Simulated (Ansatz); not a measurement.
Basis sets compared for Ge(NMeEt)Cl3 (C₃H₈Cl₃GeN). The state is a singlet with charge 0. Geometry PBE-D4/def2-SVP. Ansatz on 4 threads of Intel Xeon on a shared host; times are rough, and most runs start from earlier orbitals.

```tsv
atom	x (Å)	y (Å)	z (Å)
Ge1	-0.849	0.513	1.679
N2	0.194	-0.413	0.510
C3	1.631	-0.168	0.512
C4	-0.397	-0.846	-0.760
C5	-0.374	0.187	-1.892
H6	2.158	-1.083	0.163
H7	1.950	0.679	-0.138
H8	1.977	0.042	1.543
H9	0.145	-1.768	-1.074
H10	-1.441	-1.163	-0.558
H11	-0.843	-0.232	-2.805
H12	-0.930	1.103	-1.608
H13	0.659	0.487	-2.159
Cl14	-1.241	2.594	1.149
Cl15	0.124	0.540	3.607
Cl16	-2.765	-0.473	1.830
```

The 6-31G sets use Cartesian d functions.

Binding counts from free atoms (Ge triplet, N quartet, C triplet, H doublet, Cl doublet) in the same basis, without a counterpoise term.

| level | functions | energy (Eh) | HOMO (eV) | LUMO (eV) | binding per atom (eV) | wall time |
| --- | --- | --- | --- | --- | --- | --- |
| HF/STO-3G | 73 | -3586.3215 | -8.72 | 5.31 | 3.42 | 1.4 s |
| HF/6-31G | 120 | -3626.1739 | -10.72 | 1.43 | 2.47 | 3.8 s |
| PBE-D4/def2-SVP | 182 | -3629.7151 | -5.67 | -2.35 | 3.87 | 4.8 s |
| PBE-D4/def2-TZVP | 331 | -3630.6474 | -5.82 | -2.62 | 3.83 | 11 s |
| PBE0-D4/def2-SVP | 182 | -3629.9104 | -7.07 | -1.41 | 3.80 | 9 s |
| PBE0-D4/def2-TZVP | 331 | -3630.8330 | -7.16 | -1.64 | 3.77 | 23 s |

(1) Estimate the rows for PBE-D4/def2-TZVPD, PBE0-D4/def2-TZVPD.

Answers

(1) 
| level | functions | energy (Eh) | HOMO (eV) | LUMO (eV) | binding per atom (eV) | wall time |
| --- | --- | --- | --- | --- | --- | --- |
| PBE-D4/def2-TZVPD | 412 | -3630.6509 | -5.87 | -2.72 | 3.83 | 18 s |
| PBE0-D4/def2-TZVPD | 412 | -3630.8359 | -7.18 | -1.76 | 3.77 | 38 s |
